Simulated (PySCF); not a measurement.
**A thermochemical cycle for SeCl**

PBE0 in PySCF with x2c-SVPall on every atom, spin-free X2C, for the lowest determinant that a PBE0 search found; no spin–orbit coupling. SeCl, a doublet (π ↑), has De = 2.69 eV to neutral atoms, and SeCl⁺, a triplet (π ↑↑), has De = 3.04 eV to Se⁺ + Cl.

The adiabatic ionisation energy of SeCl, between the minima, is 9.23 eV.

Problem. Which ionisation energy of the Se atom does this level give?

Solution. IE(Se) = IE(molecule) + De(ion) − De(neutral) = 9.23 + 3.04 − 2.69 = 9.58 eV; the measured value is 9.752 eV (NIST ASD).

Spin–orbit coupling is left out. For an ion De counts to the pair picked by the measured ionisation energies or electron affinities, which need not be the lowest pair at this level. States were picked by a PBE0 search and need not be the measured ground states.
